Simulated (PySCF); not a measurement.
# Electron correlation in Br¹⁸⁺ (bromine, charge +18)

[Ne] 3s2 3p5, 2P determinant. Calculation: PySCF 2.14, in an uncontracted even-tempered set (19 s from 1.5 bohr⁻², ratio 2.5; 12 p from 2 bohr⁻², ratio 2.5; 5 d from 11 bohr⁻², ratio 2.7; 4 f from 17 bohr⁻², ratio 2.7); scalar relativity by spin-free X2C-1e. Frozen: 1s2; 15 electrons correlated; the 22 highest virtual orbitals of each spin left out.

| level | correlation energy (mhartree) |
| --- | --- |
| CCSD | -591.53 |
| (T) | -2.52 |
| CCSD(T) | -594.05 |

Diagnostics: T1 = 0.0014, D1 = 0.0060, largest double amplitude 0.031.

Spin-orbit coupling, absent here, splits the open shell strongly.

Cost of the coupled-cluster step: roughly 80 core-seconds, for 15 correlated electrons.

Iterations:

```
CC2 = 0
CCSD nocc = (np.int64(8), np.int64(7)), nmo = (85, 85)
frozen orbitals [[0, 86, 87, 88, 89, 90, 91, 92, 93, 94, 95, 96, 97, 98, 99, 100, 101, 102, 103, 104, 105, 106, 107], [0, 86, 87, 88, 89, 90, 91, 92, 93, 94, 95, 96, 97, 98, 99, 100, 101, 102, 103, 104, 105, 106, 107]]
max_cycle = 100
direct = 0
conv_tol = 1e-08
conv_tol_normt = 1e-06
diis_space = 8
diis_start_cycle = 0
Init t2, MP2 energy = -0.575911720984966
Init E_corr(UCCSD) = -0.575911720985108
cycle = 1  E_corr(UCCSD) = -0.587866515695614  dE = -0.0119547947  norm(t1,t2) = 0.0133676
cycle = 2  E_corr(UCCSD) = -0.590784501210511  dE = -0.00291798551  norm(t1,t2) = 0.00322825
cycle = 3  E_corr(UCCSD) = -0.591544607506859  dE = -0.000760106296  norm(t1,t2) = 0.000885909
cycle = 4  E_corr(UCCSD) = -0.591532425346059  dE = 1.21821608e-05  norm(t1,t2) = 6.07872e-05
cycle = 5  E_corr(UCCSD) = -0.591531162611081  dE = 1.26273498e-06  norm(t1,t2) = 5.02799e-06
cycle = 6  E_corr(UCCSD) = -0.591531495844695  dE = -3.33233614e-07  norm(t1,t2) = 8.74051e-07
cycle = 7  E_corr(UCCSD) = -0.591531478696136  dE = 1.7148559e-08  norm(t1,t2) = 6.24697e-08
cycle = 8  E_corr(UCCSD) = -0.591531478740944  dE = -4.48077131e-11  norm(t1,t2) = 9.99939e-09
UCCSD converged
E(UCCSD) = -2428.370459391221  E_corr = -0.5915314787409436
UCCSD(T) correction = -0.0025158520568079
```

At this charge the one-electron X2C treatment keeps the bare 1/r₁₂, with no two-electron picture change or Breit term. The effect here is smaller than on the frozen 1s shell; and a scalar Hamiltonian misses the large spin-orbit splitting of the p shells, which matters for ns² → np² pairs.
